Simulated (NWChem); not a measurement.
# AlH₃O; SMILES [OH][AlH2]

```xyz
5

Al     0.0000    -0.0415     0.5606
H      0.0000     1.4071     1.2134
H      0.0000    -1.3917     1.3819
O      0.0000    -0.2183    -1.1343
H      0.0000     0.4908    -1.7790
```
Atoms are numbered in this order, from 1.

Structure relaxed at the PBE0/def2-SVP level.

 Unshifted, non-relativistic core excitations; the lowest 4 roots alone, so stronger bands may lie above.

**Question.** List the first Al K-edge excitations from BHandHLYP/def2-TZVP, restricted-window TDA (NWChem).

**Answer.** 
| state | energy (eV) | dipole oscillator strength | leading excitation (squared amplitude) |
|---|---|---|---|
| S1 | 1544.6 | 0.0084 | 1s of atom 1 or its equivalents → LUMO (0.90) |
| S2 | 1546.8 | 0.0004 | 1s of atom 1 or its equivalents → LUMO+1 (0.74) |
| S3 | 1547.7 | 0.0025 | 1s of atom 1 or its equivalents → LUMO+2 (0.72) |
| S4 | 1550.0 | 0.0002 | 1s of atom 1 or its equivalents → LUMO+3 (0.54) |
